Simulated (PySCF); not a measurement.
SnH2, SMILES [SnH2] (connectivity only; charge and spin as stated), neutral, multiplicity 1.

Coordinates come from a B3LYP-D3(BJ)/def2-TZVPD optimisation. The def2 effective core potentials stand for the cores of Sn; spin–orbit coupling is left out.

Method: TDA-CAM-B3LYP/def2-TZVPD (PySCF).

Vertical excitations. The molecule is in vacuum. State labels are in the subgroup C2v.

Computed lowest excited states:
```
state  symmetry  energy (eV)  λ (nm)      f                            main pairs
-----  --------  -----------  ------  -----  ------------------------------------
S1           B1         2.40     517  0.020                        HOMO→LUMO 98 %
S2           A2         3.77     329  0.000                      HOMO−1→LUMO 99 %
S3           A1         5.82     213  0.242                      HOMO→LUMO+1 97 %
S4           B2         6.18     201  0.198                      HOMO→LUMO+2 89 %
S5           A1         6.85     181  0.000                      HOMO→LUMO+3 90 %
S6           A2         7.34     169  0.000                      HOMO→LUMO+4 98 %
S7           A1         7.47     166  0.083  HOMO→LUMO+6 83 %, HOMO−1→LUMO+2 15 %
S8           B1         7.49     165  0.197                      HOMO→LUMO+5 96 %
S9           B2         7.53     165  0.423                    HOMO−1→LUMO+1 86 %
S10          B2         8.00     155  0.002                      HOMO→LUMO+7 90 %
T1           B1         1.42     876      0                        HOMO→LUMO 98 %
T2           A2         3.32     374      0                      HOMO−1→LUMO 98 %
T3           B2         4.77     260      0                      HOMO→LUMO+2 92 %
T4           A1         5.35     232      0                      HOMO→LUMO+1 77 %
```
Triplets are in the Tamm–Dancoff approximation.
